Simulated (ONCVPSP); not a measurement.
## How hard is this hydrogen ONCV potential?

| Property | Result |
| --- | --- |
| Element | hydrogen (H) |
| Generator | ONCVPSP 4.0.1 |
| Type | optimised norm-conserving Vanderbilt (ONCV) |
| Functional | LDA (Perdew-Wang 92) |
| Relativity | scalar-relativistic |
| Frozen core | none |
| Valence charge | 1 |
| Reference configuration | 1s0.5 (charge +0.5) |
| Partial waves | 1s: rc 0.90 bohr, ncon 3, nbas 6, qcut 7.2 1/bohr, 2 projectors, debl 3.4 Ha; p scattering state at 0.22 Ha: rc 0.85 bohr, ncon 4, nbas 7, qcut 10.3 1/bohr, 3 projectors, debl 1.9 Ha |
| Local potential | polynomial inside 0.70 bohr (lpopt 4, dvloc0 0 Ha) |
| Core correction | none |

For each optimised wave give the share of its norm inside rc, the residual kinetic energy above qcut (Ha) and the cutoffs (Ha) for errors of 10, 1, 0.1 and 0.01 mHa per electron.

```
         wave  norm inside rc  residual KE  10 mHa  1 mHa  0.1 mHa  0.01 mHa
           1s           0.284      1.7e-04     9.6   18.9     30.1     109.0
s projector 2           0.081      4.9e-04    12.2   22.9     33.1      78.2
p projector 1           0.016      1.4e-07     2.3    5.4     13.2      26.3
p projector 2           0.058      1.0e-06     6.2   11.5     24.6      39.4
p projector 3           0.062      2.6e-06     9.0   15.1     29.6      44.8
```

The occupied waves need 19 Ha and 30 Ha for 1 and 0.1 mHa.
